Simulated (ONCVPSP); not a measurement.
Transferability test, ONCV potential for holmium (Ho)

holmium (Ho), optimised norm-conserving Vanderbilt (ONCV), made with ONCVPSP 4.0.1 (PBE, fully relativistic). Core [Kr] 4d10 4f10, reference 5s2 5p6 5d1.5 6s1.5. Waves: 5s+6s: rc 1.75 bohr, ncon 4, nbas 7, qcut 7.1 1/bohr, 2 projectors; 5p: rc 1.35 bohr, ncon 4, nbas 8, qcut 5 1/bohr, 2 projectors, debl 0.4 Ha; 5d: rc 2.25 bohr, ncon 5, nbas 9, qcut 4.1 1/bohr, 2 projectors, debl 2.3 Ha. Local part: polynomial inside 1.05 bohr (lpopt 3, dvloc0 6 Ha). Core correction: Teter function, fcfact 2.5, rcfact 1.7.

Open shells are filled in proportion to 2j + 1.

In the p channel the program set the typed energies aside and used -0.990, 0.250 Ha (j = l + 1/2; the other j can differ).

Energies are relative to the spin-unpolarised reference configuration 5s2 5p6 5d1.5 6s1.5; without spin polarisation the order of configurations can differ from experiment.

(1) Give the all-electron excitation energy and the error of the potential for: 5s2 5p6 5d1 6s2; 5s2 5p6 5d1 6s1; 5s2 5p6 5d1 6s0; 5s2 5p6 5d2 6s0.

Results:

(1)

```tsv
valence configuration	charge	ΔE all-electron (eV)	error AE − PS (meV)
5s2 5p6 5d1 6s2	0	-1.107	-2.3
5s2 5p6 5d1 6s1	+1	5.836	-4.4
5s2 5p6 5d1 6s0	+2	18.432	-15
5s2 5p6 5d2 6s0	+1	7.527	+2.0
```
